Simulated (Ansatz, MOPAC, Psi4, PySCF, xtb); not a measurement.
Two geometries of SMILES C(OC(=O)OC)C (C₄H₈O₃), relaxed at B3LYP-D3(BJ)/def2-SVP with one dihedral held; other torsions can differ between them too.

Structure A

```
15

C      2.2284    -0.0284    -0.3968
C      1.6628     0.1579     0.9993
O      0.3931    -0.4979     1.1545
C     -0.6556    -0.0856     0.4322
O     -1.4584    -0.8265    -0.0636
O     -0.6800     1.2572     0.3195
C     -1.7469     1.7924    -0.4601
H      2.2979    -1.0966    -0.6520
H      3.2361     0.4123    -0.4555
H      1.5987     0.4716    -1.1493
H      1.5634     1.2250     1.2522
H      2.3051    -0.3176     1.7536
H     -1.6124     2.8811    -0.4558
H     -2.7206     1.5261    -0.0230
H     -1.7095     1.4066    -1.4903
```

Structure B

```
15

C      2.3383    -0.4873     0.2771
C      1.6516     0.8261    -0.0495
O      0.4739     0.6176    -0.8460
C     -0.5899     0.1161    -0.2035
O     -0.9537     0.4163     0.9059
O     -1.2478    -0.6977    -1.0344
C     -2.4949    -1.1919    -0.5509
H      1.6996    -1.1165     0.9169
H      3.2762    -0.2975     0.8227
H      2.5743    -1.0455    -0.6417
H      2.2933     1.4731    -0.6635
H      1.3749     1.3725     0.8661
H     -2.9001    -1.8262    -1.3487
H     -3.1867    -0.3636    -0.3341
H     -2.3543    -1.7788     0.3692
```

Question: Which is lower in energy at the level CCSD(T) on RHF/cc-pVDZ, frozen core // B3LYP-D3(BJ)/def2-SVP (Ansatz, a first-principles code), and by how much?

Answer: B is lower, by 2.06 kcal/mol (dihedral C2–O3–C4–O5: 140° in A, 40° in B).

E(B) − E(A) in kcal/mol at the other levels, on the same two geometries: B3LYP/def2-TZVP // B3LYP-D3(BJ)/def2-SVP (Psi4) -2.40; B3LYP-D3(BJ)/def2-TZVP // B3LYP-D3(BJ)/def2-SVP (Psi4) -2.10; PBE/def2-TZVP // B3LYP-D3(BJ)/def2-SVP (Psi4) -2.32; PBE-D3(BJ)/def2-TZVP // B3LYP-D3(BJ)/def2-SVP (Psi4) -2.12; M06-2X/def2-TZVP // B3LYP-D3(BJ)/def2-SVP (Psi4) -2.11; RHF/cc-pVDZ // B3LYP-D3(BJ)/def2-SVP (Ansatz) -2.44; MP2 on RHF/cc-pVDZ, frozen core // B3LYP-D3(BJ)/def2-SVP (Ansatz) -2.12; CCSD on RHF/cc-pVDZ, frozen core // B3LYP-D3(BJ)/def2-SVP (Ansatz) -2.10; AM1, restricted, heats of formation // B3LYP-D3(BJ)/def2-SVP (MOPAC) -0.44; PM6, restricted, heats of formation // B3LYP-D3(BJ)/def2-SVP (MOPAC) 0.68; GFN1-xTB // B3LYP-D3(BJ)/def2-SVP (xtb) -1.21; restricted B3LYP/6-31G*, spherical d, density fitting // B3LYP-D3(BJ)/def2-SVP (PySCF) -2.35; restricted Hartree-Fock/LANL2DZ // B3LYP-D3(BJ)/def2-SVP (PySCF) -0.94; restricted MP2 (frozen core)/6-31G*, spherical d // B3LYP-D3(BJ)/def2-SVP (PySCF) -2.35; restricted B3LYP/6-311+G**, spherical d, density fitting // B3LYP-D3(BJ)/def2-SVP (PySCF) -2.29.
